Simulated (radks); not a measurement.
Values are calculated unless marked as measured or tabulated.
Question: Successive ionisation energies (eV) of one element, from differences of total energies of ions in their ground configurations, starting at charge 0: 10.528, 19.867, 30.180, 51.539, 65.596, 220.84, 264.14, 308.86, 373.15, 425.50, 478.89, 556.63, 610.74, 2804.8, 3053.8. Level of theory: scalar-relativistic Kohn-Sham, LDA (Slater exchange, VWN5 correlation), spin-polarised, spherical densities, finite nucleus; open shells are filled with parallel spins first; Fermi nuclear charge, rms radius 3.1889 fm (a radial shooting solver on a logarithmic mesh with Libxc functionals). Which element is it?

Answer: Phosphorus (Z = 15). The first species listed is P in [Ne] 3s2 3p3, the last P14+ in 1s1.
